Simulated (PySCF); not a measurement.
A GIAO shielding run with PySCF (density fitting, non-relativistic, gas phase) on `c1ccn([C@@H]2C[SiH2]N[SiH2]2)c1`, C6H12N2Si2:

```
$ OMP_NUM_THREADS=1 python probes_run.py task.json out

{"job": {"kind": "nmr", "xc": "PBE0", "basis": "pcSseg-1"}, "charge": 0, "multiplicity": 1}
C      3.166785    -0.183744     0.603556
C      3.290299     0.542322    -0.610838
C      2.017168     0.702620    -1.115819
N      1.131828     0.097011    -0.263912
C     -0.307259     0.100113    -0.422551
C     -1.045992     1.069260     0.517636
Si    -2.894448     0.679197     0.410680
N     -2.780773    -1.022960     0.033005
Si    -1.169309    -1.604878    -0.281437
C      1.824525    -0.441166     0.789411
H      3.971398    -0.492193     1.268398
H      4.208782     0.903974    -1.069060
H      1.665048     1.197773    -2.018864
H     -0.499543     0.411902    -1.463601
H     -0.725119     0.888264     1.557959
H     -0.801823     2.119057     0.287373
H     -3.616332     0.948534     1.692978
H     -3.583973     1.469642    -0.659884
H     -3.590921    -1.632403     0.016876
H     -0.606466    -2.440850     0.825122
H     -1.060081    -2.391846    -1.547292
H      1.308696    -0.966888     1.590056
```

Hardware: 1 thread of an Arm Neoverse N1, shared host. The job also computes population analyses, field gradients, ring-centre shieldings.

Task: How large is the calculation?

Result: 90 electrons, 244 basis functions and 1300 auxiliary functions.

Task: How long does it take, and how much memory does it need?

Result: 2.1 min of wall time, with 14 SCF cycles and 4 response iterations; peak memory 1.3 GiB. Times on a shared host scatter by some tens of per cent.

Task: And these other runs on the same molecule and hardware: GIAO shielding at CAM-B3LYP/pcSseg-1?

Result: CAM-B3LYP/pcSseg-1: 244 functions, 2.3 min.
